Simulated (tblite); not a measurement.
A geometry optimisation, step by step.

Species: C5H14SeSi2.
SMILES with atom numbers: `[CH3:1][C:2]1([CH3:3])[CH2:4][Si@H:5]([CH2:6][SiH3:7])[Se:8]1` (hydrogens: H9, H10, H11 on C1; H12, H13, H14 on C3; H15, H16 on C4; H17 on Si5; H18, H19 on C6; H20, H21, H22 on Si7)

Computed with GFN2-xTB (tblite), gas phase: L-BFGS steps from a force-field or distance-geometry start until the largest atomic force falls under 0.01 eV/Å. 6 of its 171 geometries are shown.

Step 0: E = -665.1797 eV, largest atomic force 4.221 eV/Å
```
atom  x, y, z in Å  |  force x, y, z in eV/Å
C1     -1.958    0.994    1.273   -0.936  -0.001   1.038
C2     -1.517    0.270    0.030    1.051  -0.085   0.950
C3     -2.646   -0.437   -0.630   -1.847   0.224  -0.799
C4     -0.307   -0.567    0.373   -0.297  -2.788   3.155
Si5     0.672   -0.617   -1.160   -0.438   0.075  -1.367
C6      2.470   -0.280   -1.100    1.706  -0.245  -1.761
Si7     3.138    0.276    0.523    1.298   0.819   1.293
Se8    -0.506    1.318   -1.233    0.137   2.279  -1.895
H9     -1.092    1.326    1.891   -0.780   0.165  -0.576
H10    -2.670    1.815    1.042    0.656  -0.300   0.217
H11    -2.531    0.249    1.891    0.497   0.645  -0.311
H12    -2.882    0.113   -1.581    0.105  -0.843   0.553
H13    -2.469   -1.508   -0.828   -0.080   0.624   0.056
H14    -3.569   -0.303   -0.010    0.661  -0.498  -0.481
H15     0.243   -0.051    1.200   -0.362  -0.565  -0.634
H16    -0.548   -1.605    0.757   -0.099   0.880   0.119
H17     0.243   -1.673   -2.073   -0.012  -0.096  -0.187
H18     2.705    0.519   -1.842   -0.205  -0.573   0.364
H19     3.085   -1.154   -1.423   -0.685   0.481   0.086
H20     2.239    0.138    1.659   -0.018  -0.088   0.145
H21     3.524    1.699    0.433   -0.110  -0.201   0.040
H22     4.365   -0.503    0.808   -0.243   0.090  -0.003
```

Step 34: E = -666.1708 eV, largest atomic force 0.245 eV/Å
```
atom  x, y, z in Å  |  force x, y, z in eV/Å
C1     -2.004    1.066    1.237    0.003   0.044  -0.022
C2     -1.536    0.232    0.060   -0.060  -0.126   0.201
C3     -2.724   -0.459   -0.608    0.090   0.068   0.001
C4     -0.405   -0.752    0.418   -0.044  -0.009   0.018
Si5     0.680   -0.473   -1.119   -0.134   0.016  -0.044
C6      2.564   -0.302   -1.036   -0.057  -0.058  -0.005
Si7     3.356    0.352    0.566   -0.026  -0.014   0.006
Se8    -0.568    1.445   -1.288   -0.030  -0.071   0.021
H9     -1.173    1.639    1.645   -0.046  -0.009   0.066
H10    -2.775    1.761    0.906   -0.002   0.034   0.043
H11    -2.423    0.427    2.019    0.094   0.046  -0.077
H12    -3.133    0.181   -1.388   -0.093  -0.044   0.010
H13    -2.432   -1.409   -1.054    0.002   0.103  -0.054
H14    -3.514   -0.646    0.123    0.138  -0.027  -0.071
H15     0.088   -0.450    1.343   -0.010   0.056  -0.070
H16    -0.783   -1.762    0.578   -0.010   0.035  -0.021
H17     0.226   -1.382   -2.186    0.114  -0.035  -0.045
H18     2.891    0.337   -1.853   -0.075  -0.024  -0.060
H19     2.955   -1.291   -1.252    0.065  -0.069  -0.001
H20     2.521    0.088    1.738   -0.019  -0.022   0.024
H21     3.560    1.790    0.421    0.039   0.036   0.044
H22     4.617   -0.374    0.728    0.062   0.070   0.037
```

Step 68: E = -666.2987 eV, largest atomic force 0.072 eV/Å
```
atom  x, y, z in Å  |  force x, y, z in eV/Å
C1     -1.958    1.105    1.236    0.004   0.009   0.013
C2     -1.518    0.262    0.058    0.024   0.010   0.031
C3     -2.694   -0.401   -0.637    0.043   0.047   0.025
C4     -0.424   -0.758    0.407    0.000  -0.013  -0.020
Si5     0.654   -0.551   -1.141   -0.005   0.040  -0.057
C6      2.537   -0.440   -0.985    0.018   0.003   0.036
Si7     3.275    0.404    0.557    0.017  -0.011   0.034
Se8    -0.524    1.416   -1.317    0.006  -0.037  -0.007
H9     -1.114    1.656    1.647    0.027  -0.004   0.021
H10    -2.718    1.824    0.936   -0.021  -0.004  -0.024
H11    -2.368    0.466    2.018   -0.029  -0.018   0.006
H12    -3.422    0.345   -0.950   -0.011   0.009  -0.016
H13    -2.355   -0.945   -1.516   -0.028  -0.029   0.001
H14    -3.181   -1.100    0.042   -0.006   0.009   0.012
H15     0.111   -0.444    1.303   -0.012   0.006   0.003
H16    -0.836   -1.747    0.602   -0.033  -0.015   0.004
H17     0.262   -1.478   -2.219    0.013   0.012   0.004
H18     2.910    0.067   -1.873    0.009   0.012  -0.008
H19     2.913   -1.459   -1.044    0.019  -0.023   0.020
H20     2.572   -0.029    1.772    0.014  -0.015  -0.046
H21     3.196    1.861    0.446   -0.014  -0.047  -0.029
H22     4.673   -0.034    0.659   -0.036   0.062  -0.004
```

Step 102: E = -666.3295 eV, largest atomic force 0.059 eV/Å
```
atom  x, y, z in Å  |  force x, y, z in eV/Å
C1     -1.867    1.093    1.259    0.008  -0.025  -0.053
C2     -1.482    0.258    0.056    0.003  -0.035  -0.042
C3     -2.704   -0.327   -0.631   -0.019   0.012  -0.005
C4     -0.434   -0.825    0.354    0.011  -0.020  -0.003
Si5     0.670   -0.599   -1.177   -0.012   0.006  -0.026
C6      2.548   -0.537   -0.930   -0.005   0.001   0.014
Si7     3.184    0.482    0.549    0.003  -0.013   0.037
Se8    -0.468    1.395   -1.318    0.030  -0.014   0.011
H9     -0.983    1.526    1.724   -0.013  -0.002   0.008
H10    -2.530    1.901    0.956   -0.021   0.023   0.019
H11    -2.385    0.471    1.989    0.020   0.008   0.024
H12    -3.369    0.466   -0.968   -0.001   0.006   0.006
H13    -2.411   -0.920   -1.496   -0.001   0.007   0.024
H14    -3.254   -0.967    0.060    0.031   0.014  -0.003
H15     0.112   -0.576    1.264    0.004   0.000   0.024
H16    -0.889   -1.802    0.503   -0.024   0.002  -0.006
H17     0.294   -1.474   -2.300    0.003  -0.004   0.013
H18     2.992   -0.151   -1.845   -0.011   0.026  -0.016
H19     2.898   -1.563   -0.837    0.003  -0.008   0.007
H20     2.729   -0.162    1.789    0.019   0.020  -0.027
H21     2.688    1.854    0.484   -0.009  -0.003  -0.010
H22     4.649    0.476    0.513   -0.018  -0.001   0.005
```

Step 136: E = -666.3338 eV, largest atomic force 0.013 eV/Å
```
atom  x, y, z in Å  |  force x, y, z in eV/Å
C1     -1.821    1.088    1.256    0.001   0.001   0.002
C2     -1.470    0.247    0.045   -0.005  -0.001   0.000
C3     -2.715   -0.293   -0.634   -0.005  -0.001   0.003
C4     -0.454   -0.867    0.341   -0.001   0.003  -0.006
Si5     0.675   -0.644   -1.173   -0.002  -0.004  -0.002
C6      2.550   -0.540   -0.915    0.000  -0.002   0.000
Si7     3.154    0.508    0.556   -0.001   0.012   0.005
Se8    -0.434    1.361   -1.329    0.002  -0.004  -0.010
H9     -0.927    1.534    1.688    0.006  -0.001  -0.002
H10    -2.505    1.888    0.977    0.003   0.005   0.002
H11    -2.300    0.466    2.011   -0.003  -0.002   0.000
H12    -3.355    0.524   -0.963    0.002  -0.003  -0.001
H13    -2.448   -0.894   -1.502   -0.004   0.002   0.006
H14    -3.279   -0.916    0.061    0.008  -0.005   0.006
H15     0.080   -0.654    1.267   -0.003   0.000  -0.006
H16    -0.941   -1.833    0.459    0.001   0.004  -0.005
H17     0.317   -1.535   -2.289   -0.001   0.007  -0.001
H18     2.979   -0.140   -1.832    0.005   0.000   0.000
H19     2.930   -1.556   -0.820    0.005  -0.003   0.000
H20     2.748   -0.151    1.803   -0.004   0.002   0.000
H21     2.588    1.853    0.487    0.002  -0.005   0.004
H22     4.617    0.576    0.505   -0.004  -0.004   0.001
```

Step 170: E = -666.3375 eV, largest atomic force 0.009 eV/Å
```
atom  x, y, z in Å  |  force x, y, z in eV/Å
C1     -1.623    1.099    1.213    0.000  -0.002  -0.004
C2     -1.445    0.213   -0.004   -0.001  -0.002  -0.001
C3     -2.778   -0.265   -0.548    0.002   0.000   0.001
C4     -0.469   -0.953    0.234    0.001  -0.003  -0.001
Si5     0.698   -0.702   -1.246   -0.004  -0.005  -0.006
C6      2.549   -0.507   -0.884   -0.004  -0.001  -0.002
Si7     3.008    0.564    0.624    0.006   0.002  -0.002
Se8    -0.478    1.255   -1.486    0.000   0.000   0.004
H9     -0.662    1.478    1.555   -0.005  -0.001   0.001
H10    -2.265    1.946    0.976    0.002   0.001   0.000
H11    -2.082    0.529    2.022    0.002  -0.001  -0.004
H12    -3.405    0.582   -0.823    0.007  -0.002   0.002
H13    -2.630   -0.885   -1.430   -0.004   0.003   0.003
H14    -3.299   -0.852    0.208    0.001   0.001   0.000
H15     0.044   -0.835    1.188   -0.003   0.004   0.000
H16    -0.993   -1.907    0.266   -0.002   0.001   0.001
H17     0.427   -1.620   -2.363    0.002   0.003   0.003
H18     3.014   -0.082   -1.772    0.001   0.001   0.000
H19     2.975   -1.502   -0.765    0.001  -0.003  -0.001
H20     2.545   -0.110    1.843   -0.004   0.002   0.004
H21     2.393    1.885    0.516    0.002  -0.001   0.003
H22     4.466    0.689    0.675    0.000   0.003   0.000
```

Problem. Summarise the path.

Solution. The energy falls by 26.70 kcal/mol from step 0 to step 170; nine tenths of that is first reached at step 41. It falls at every step. The largest force goes from 4.221 to 0.009 eV/Å. Among the bonds C2–Se8 changes most, from 1.929 to 2.053 Å; the atoms move by 0.641 Å rms after alignment.

What follows is the cost of the whole relaxation. Time: 3.2 s wall. Hardware: an Arm Neoverse N1 with one thread, shared host.
